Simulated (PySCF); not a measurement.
Species: C₂H₄ClGeN.
SMILES with atom numbers: `[N:1]#[C:2][CH2:3][GeH2:4][Cl:5]` (hydrogens: H6, H7 on C3; H8, H9 on Ge4)

Level: PBE0/def2-SVPD in PySCF, non-relativistic, on one gas-phase PBE0-D3(BJ)/def2-SVP geometry that isn't relaxed in the solvent. The solvent is an IEF-PCM continuum (van der Waals radii × 1.2), and excitations are vertical TDDFT with non-equilibrium linear response and a frozen core. Only the electrostatic response of the medium enters. Spin–orbit coupling is left out although an atom past zinc is present.

Gas-phase singlets (H = HOMO, L = LUMO):

| state | E (eV) | λ (nm) | f | leading configuration |
| --- | --- | --- | --- | --- |
| S1 | 6.803 | 182 | 0.018 | H→L 91% |
| S2 | 6.927 | 179 | 0.017 | H-1→L 95% |
| S3 | 7.352 | 169 | 0.000 | H→L+3 45% |
| S4 | 7.492 | 165 | 0.071 | H→L+1 71% |
| S5 | 7.617 | 163 | 0.004 | H-3→L 40% |

**Question.** How does the list change in acetone (ε = 20.49)?

**Answer.** 
```json
{"state": "S1", "E (eV)": "7.048", "λ (nm)": "176", "f": "0.035", "leading configuration": "H→L 92%", "change by rank (eV)": "+0.245"}
{"state": "S2", "E (eV)": "7.142", "λ (nm)": "174", "f": "0.027", "leading configuration": "H-1→L 95%", "change by rank (eV)": "+0.215"}
{"state": "S3", "E (eV)": "7.428", "λ (nm)": "167", "f": "0.000", "leading configuration": "H→L+3 46%", "change by rank (eV)": "+0.076"}
{"state": "S4", "E (eV)": "7.575", "λ (nm)": "164", "f": "0.146", "leading configuration": "H→L+1 77%", "change by rank (eV)": "+0.083"}
{"state": "S5", "E (eV)": "7.832", "λ (nm)": "158", "f": "0.001", "leading configuration": "H-3→L+1 55%", "change by rank (eV)": "+0.215"}
```

**Question.** The ground-state energy changes by -0.367 eV from gas to acetone. By how much does the total energy of gas-phase S2 change?

**Answer.** E(S2) = E(S0) + excitation energy, so it changes by -0.367 + 0.215 = -0.152 eV: it is lowered less than the ground state, which is what a blue shift means. This is the vertical state, with the slow part of the continuum still set for S0.

**Question.** How do the frontier levels move from gas to acetone?

**Answer.** 
| orbital | gas (eV) | solvent (eV) | change (eV) | Löwdin shares, gas | Löwdin shares, solvent |
| --- | --- | --- | --- | --- | --- |
| LUMO+2 | 0.00 | 0.38 | +0.38 | Ge4 28 %, C3 15 %, C2 14 %, Cl5 10 % | Ge4 28 %, C2 19 %, C3 12 %, N1 11 % |
| LUMO+1 | -0.21 | 0.04 | +0.25 | Ge4 32 %, H8 15 %, N1 14 %, C3 11 % | Ge4 27 %, N1 19 %, C2 15 %, H8 11 % |
| LUMO | -0.78 | -0.39 | +0.39 | Ge4 35 %, Cl5 28 %, H8 12 %, H9 11 % | Cl5 34 %, Ge4 32 %, H8 11 %, H9 10 % |
| HOMO | -8.89 | -8.78 | +0.11 | Cl5 29 %, N1 22 %, C3 16 %, C2 14 % | Cl5 31 %, C3 18 %, N1 17 %, Ge4 13 % |
| HOMO-1 | -9.18 | -9.03 | +0.15 | Cl5 73 %, Ge4 13 %, H8 6 %, H9 6 % | Cl5 64 %, Ge4 17 %, H8 9 %, H9 8 % |
| HOMO-2 | -9.62 | -9.69 | -0.07 | N1 42 %, C2 33 %, Cl5 10 %, C3 7 % | Cl5 54 %, N1 20 %, C2 15 %, Ge4 6 % |
| HOMO-3 | -9.66 | -9.73 | -0.07 | Cl5 46 %, N1 24 %, C2 18 %, C3 5 % | N1 45 %, C2 32 %, C3 11 %, H7 4 % |

The HOMO–LUMO gap goes from 8.10 to 8.40 eV. Rows go by rank; for HOMO-3, HOMO-2, HOMO-1, HOMO, LUMO+1 and LUMO+2 the atom shares or the degeneracy differ between the runs, so the row needn't follow one orbital.

The values belong to the conformer `[N:1]#[C:2][CH2:3][GeH2:4][Cl:5]`: C2–C3–Ge4–Cl5 -65°.
